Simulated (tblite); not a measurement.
Isomers of [C5H10OS]- (charge -1 and doublet state). Level: GFN2-xTB in tblite, geometry and Hessian alike; calculated harmonic values, unscaled, isolated species. Against measured fundamentals such values can be off by several per cent, at times by over 20. Modes of hydrogen on sulfur can be 10 to 20 % off. One conformer each. Open shells enter through the occupations alone, without spin polarisation, and single modes of such species can be off by tens of per cent.

Electronic energies: GFN2-xTB at the same geometries; isomer energies are rough at this level and their order can be wrong.

| SMILES | electronic energy, lowest = 0 (kcal/mol) |
| --- | --- |
| C[C]([O-])CCCS | 10.8 |
| CCSCC[CH][O-] | 16.9 |
| CCCO[C](C)[S-] | 0.0 |

Question: How do GFN2-xTB zero-point energies change the relative energies?

Answer: 
| SMILES | ZPE (kcal/mol) | of it from modes above 1550 cm⁻¹ | electronic (kcal/mol) | with ZPE, lowest = 0 (kcal/mol) | lowest mode (cm⁻¹) | rings |
| --- | --- | --- | --- | --- | --- | --- |
| CCCO[C](C)[S-] | 86.7 | 42.0 | 0.0 | 0.0 | 26 | 0 |
| C[C]([O-])CCCS | 83.8 | 44.1 | 10.8 | 7.9 | 52 | 0 |
| CCSCC[CH][O-] | 85.3 | 44.5 | 16.9 | 15.5 | 33 | 0 |

The zero-point energies span 2.9 kcal/mol, from `C[C]([O-])CCCS` to `CCCO[C](C)[S-]`. The order is unchanged.

Question: What do entropy and thermal enthalpy add at 298.15 K and 1 bar (rigid rotor, harmonic oscillator, one conformer each)?

Answer: 
| SMILES | point group | symmetry number | S (cal/(mol K)) | H − H(0) (kcal/mol) | ZPE + H − H(0) − TS (kcal/mol) |
| --- | --- | --- | --- | --- | --- |
| CCCO[C](C)[S-] | C1 | 1 | 99.3 | 6.56 | 63.7 |
| C[C]([O-])CCCS | C1 | 1 | 100.4 | 6.92 | 60.8 |
| CCSCC[CH][O-] | C1 | 1 | 100.6 | 6.81 | 62.1 |

S holds R ln(2S + 1) for the spin.
